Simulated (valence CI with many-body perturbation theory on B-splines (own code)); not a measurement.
E1 transitions of Ca XV

Method: configuration interaction combined with many-body perturbation theory (CI+MBPT): four valence electrons over a frozen Dirac-Fock core [He], a basis of 11 s, 11 p, 9 d, 7 f, 5 g, 2 h, 1 i functions for each j, with the one-electron correlation potential Σ1 (screened to all orders), the two-electron term Σ2, the three-electron term Σ3, Breit, model QED; selected single and double excitations, second order for the rest (own B-spline code, finite nucleus).

No measured levels were compared; by estimate levels of excited configurations hold to 0.05 to 0.15 % of their energy, terms of the ground configuration to about 0.5 %.

Lines 151 to 200 of 221 in falling wavelength, among levels below 42.945 Ry, chosen from the strongest by gf and those to the six lowest levels. Wavelengths and rates use the calculated energies, so an error of 400 cm⁻¹ moves a line at 23.23 Å by 0.0093 % and its rate by three times that or more. Electric multipoles are in the length gauge, E1 and E2 with the static RPA response of the core. Weak lines are less certain than strong ones. Lines between different terms over intervals too small for the method are left out, as are lines whose strength nearly cancels. The highest levels of a list are the least certain.

Names give the largest LS component (configuration and term), which can be under half, so a name can repeat, a term be missing and a line seem to break the LS rules; names also repeat where a configuration has a term twice.

| λ vac (Å) | Upper | Lower | A (s⁻¹) | S (a.u.) with core polarisation | S without |
| --- | --- | --- | --- | --- | --- |
| 23.23 | 2s²2p3d ³D°_2 | 2s²2p² ¹D_2 | 4.89e+11 | 1.51e-02 | 1.52e-02 |
| 23.16 | 2s²2p3d ³D°_3 | 2s²2p² ¹D_2 | 3.78e+10 | 1.62e-03 | 1.63e-03 |
| 23.12 | 2s²2p3d ³P°_2 | 2s²2p² ¹D_2 | 4.88e+11 | 1.49e-02 | 1.49e-02 |
| 23.11 | 2s²2p3d ³P°_1 | 2s²2p² ¹D_2 | 7.93e+10 | 1.45e-03 | 1.45e-03 |
| 23.11 | 2s²2p3d ³F°_2 | 2s²2p² ³P_2 | 1.89e+11 | 5.75e-03 | 5.76e-03 |
| 23.03 | 2s²2p3d ³F°_3 | 2s²2p² ³P_2 | 6.50e+11 | 2.74e-02 | 2.75e-02 |
| 23.01 | 2s2p²3p ³D°_1 | 2s²2p² ¹S_0 | 1.31e+10 | 2.37e-04 | 2.37e-04 |
| 23.01 | 2s²2p3d ³F°_2 | 2s²2p² ³P_1 | 2.17e+10 | 6.54e-04 | 6.55e-04 |
| 22.99 | 2s²2p3d ¹D°_2 | 2s²2p² ³P_2 | 1.96e+11 | 5.89e-03 | 5.90e-03 |
| 22.97 | 2s2p²3d ⁵F_2 | 2s2p³ ⁵S°_2 | 2.61e+10 | 7.80e-04 | 7.81e-04 |
| 22.94 | 2s2p²3d ⁵F_3 | 2s2p³ ⁵S°_2 | 7.42e+10 | 3.09e-03 | 3.10e-03 |
| 22.91 | 2s²2p3d ¹F°_3 | 2s²2p² ¹D_2 | 8.79e+12 | 3.65e-01 | 3.65e-01 |
| 22.90 | 2s²2p3d ¹P°_1 | 2s²2p² ¹D_2 | 2.18e+11 | 3.87e-03 | 3.88e-03 |
| 22.90 | 2s²2p3d ³D°_1 | 2s²2p² ³P_2 | 1.79e+10 | 3.19e-04 | 3.20e-04 |
| 22.90 | 2s²2p3d ¹D°_2 | 2s²2p² ³P_1 | 1.55e+12 | 4.59e-02 | 4.60e-02 |
| 22.85 | 2s²2p3d ³D°_2 | 2s²2p² ³P_2 | 5.64e+10 | 1.66e-03 | 1.66e-03 |
| 22.82 | 2s2p²3d ⁵D_1 | 2s2p³ ⁵S°_2 | 2.41e+11 | 4.25e-03 | 4.25e-03 |
| 22.82 | 2s2p²3d ⁵D_2 | 2s2p³ ⁵S°_2 | 7.24e+11 | 2.12e-02 | 2.13e-02 |
| 22.81 | 2s²2p3d ³D°_1 | 2s²2p² ³P_1 | 1.26e+12 | 2.21e-02 | 2.21e-02 |
| 22.81 | 2s2p²3p ⁵D°_1 | 2s²2p² ¹D_2 | 6.09e+09 | 1.07e-04 | 1.07e-04 |
| 22.80 | 2s2p²3d ⁵D_3 | 2s2p³ ⁵S°_2 | 1.50e+12 | 6.15e-02 | 6.16e-02 |
| 22.78 | 2s²2p3d ³D°_3 | 2s²2p² ³P_2 | 6.48e+12 | 2.65e-01 | 2.65e-01 |
| 22.75 | 2s²2p3d ³D°_2 | 2s²2p² ³P_1 | 4.24e+12 | 1.23e-01 | 1.23e-01 |
| 22.74 | 2s²2p3d ³P°_2 | 2s²2p² ³P_2 | 4.14e+12 | 1.20e-01 | 1.20e-01 |
| 22.73 | 2s²2p3d ³P°_1 | 2s²2p² ³P_2 | 1.71e+12 | 2.97e-02 | 2.97e-02 |
| 22.71 | 2s²2p3d ³D°_1 | 2s²2p² ³P_0 | 5.22e+12 | 9.06e-02 | 9.08e-02 |
| 22.69 | 2s2p²3d ³P_2 | 2s2p³ ⁵S°_2 | 2.75e+10 | 7.94e-04 | 7.95e-04 |
| 22.67 | 2s2p²3d ⁵P_3 | 2s2p³ ⁵S°_2 | 6.33e+12 | 2.55e-01 | 2.55e-01 |
| 22.66 | 2s2p²3s ³S_1 | 2s2p³ ⁵S°_2 | 8.46e+09 | 1.46e-04 | 1.46e-04 |
| 22.65 | 2s²2p3d ³P°_2 | 2s²2p² ³P_1 | 4.67e+11 | 1.34e-02 | 1.34e-02 |
| 22.64 | 2s2p²3d ⁵P_2 | 2s2p³ ⁵S°_2 | 7.17e+12 | 2.05e-01 | 2.06e-01 |
| 22.64 | 2s²2p3d ³P°_1 | 2s²2p² ³P_1 | 2.70e+12 | 4.64e-02 | 4.65e-02 |
| 22.63 | 2s²2p3d ³P°_0 | 2s²2p² ³P_1 | 3.99e+12 | 2.28e-02 | 2.28e-02 |
| 22.62 | 2s2p²3d ⁵P_1 | 2s2p³ ⁵S°_2 | 6.79e+12 | 1.16e-01 | 1.17e-01 |
| 22.61 | 2s2p²3d ³P_1 | 2s2p³ ⁵S°_2 | 9.32e+11 | 1.60e-02 | 1.60e-02 |
| 22.61 | 2s2p²3p ⁵P°_3 | 2s²2p² ¹D_2 | 3.11e+09 | 1.24e-04 | 1.24e-04 |
| 22.55 | 2s²2p3d ³P°_1 | 2s²2p² ³P_0 | 4.71e+10 | 7.99e-04 | 8.02e-04 |
| 22.54 | 2s2p²3d ³F_3 | 2s2p³ ⁵S°_2 | 2.65e+09 | 1.05e-04 | 1.05e-04 |
| 22.53 | 2s²2p3d ¹F°_3 | 2s²2p² ³P_2 | 6.55e+10 | 2.59e-03 | 2.59e-03 |
| 22.47 | 2s2p²3p ³S°_1 | 2s²2p² ³P_2 | 3.00e+11 | 5.04e-03 | 5.03e-03 |
| 22.43 | 2s²2p3d ¹P°_1 | 2s²2p² ³P_1 | 6.04e+10 | 1.01e-03 | 1.01e-03 |
| 22.43 | 2s2p²3p ⁵D°_1 | 2s²2p² ³P_2 | 3.47e+11 | 5.80e-03 | 5.79e-03 |
| 22.41 | 2s2p²3p ³D°_3 | 2s²2p² ¹D_2 | 4.16e+10 | 1.62e-03 | 1.62e-03 |
| 22.38 | 2s2p²3p ³S°_1 | 2s²2p² ³P_1 | 3.02e+11 | 5.00e-03 | 4.99e-03 |
| 22.35 | 2s2p²3p ³P°_1 | 2s²2p² ¹D_2 | 2.20e+10 | 3.64e-04 | 3.63e-04 |
| 22.35 | 2s²2p3d ¹P°_1 | 2s²2p² ³P_0 | 2.28e+10 | 3.76e-04 | 3.78e-04 |
| 22.34 | 2s2p²3p ⁵D°_1 | 2s²2p² ³P_1 | 2.70e+11 | 4.45e-03 | 4.44e-03 |
| 22.33 | 2s2p²3p ³P°_2 | 2s²2p² ¹D_2 | 2.09e+10 | 5.75e-04 | 5.74e-04 |
| 22.31 | 2s2p²3p ⁵P°_1 | 2s²2p² ³P_2 | 5.81e+10 | 9.55e-04 | 9.53e-04 |
| 22.29 | 2s2p²3p ³S°_1 | 2s²2p² ³P_0 | 1.69e+11 | 2.76e-03 | 2.76e-03 |
